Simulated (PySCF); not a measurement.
Cartesian coordinates in Å; atom numbers follow the order of the lines, from 1:
```xyz
17

C     2.585   -2.012   -0.781
C     1.758   -1.177   -0.530
Si    0.483    0.109   -0.147
C     1.264    1.829    0.025
C    -0.823   -0.398    1.162
C    -1.949   -0.179    0.142
F    -2.831   -1.239    0.094
C    -1.143   -0.024   -1.155
H     3.310   -2.743   -1.001
H     2.003    1.836    0.819
H     1.767    2.115   -0.893
H     0.520    2.586    0.251
H    -0.937    0.181    2.075
H    -0.772   -1.449    1.439
H    -2.559    0.701    0.369
H    -1.216   -0.931   -1.750
H    -1.468    0.807   -1.776
```

No solvent, one averaged value for each set of equivalent atoms, one computed conformer, no relativistic terms. GFN2-xTB structure; shieldings: GIAO PBE0/pcSseg-1; PySCF.

References, each an isolated molecule treated in the same way: TMS for ¹³C (σ = 186.93 ppm) and ¹H (σ = 31.72 ppm) and ²⁹Si (σ = 349.16 ppm); ¹⁹F (σ = 170.95 ppm) vs CFCl3.

```
      atoms  nucleus  count  δ (ppm)
    H13/H17       ¹H      2     2.00
H10/H11/H12       ¹H      3        ?
      C5/C8      ¹³C      2     30.1
         F7      ¹⁹F      1        ?
    H14/H16       ¹H      2     2.13
         H9       ¹H      1        ?
        H15       ¹H      1        ?
         C6      ¹³C      1     88.2
        Si3     ²⁹Si      1    -35.8
         C1      ¹³C      1    104.7
         C2      ¹³C      1     90.7
         C4      ¹³C      1     -0.3
```

Q: Complete the table.

A: 
- H15: 5.22 ppm, hydrogen on an sp3 CH bonded to F; its carbon carries F, hence the downfield position
- H9: 2.11 ppm, hydrogen on a terminal alkyne carbon; it lies on the axis of the triple bond, in its shielding cone
- H10/H11/H12: 0.41 ppm, hydrogen on a methyl carbon bonded to Si; an electropositive neighbour shields it, as in TMS itself
- F7: -163.0 ppm, fluorine on an sp3 carbon

Shifts are as computed. Against solution values, carbons near 30 ppm lie about +3 ppm off and those near 130 ppm about +5 ppm. Of 1211 compounds with measured shifts, 218 miss one by over three times the rms of a fit or turn the order of signals round; such compounds aren't used in these exercises. Unscaled 19F shifts against computed CFCl3 carry errors that often reach 10 to 50 ppm.
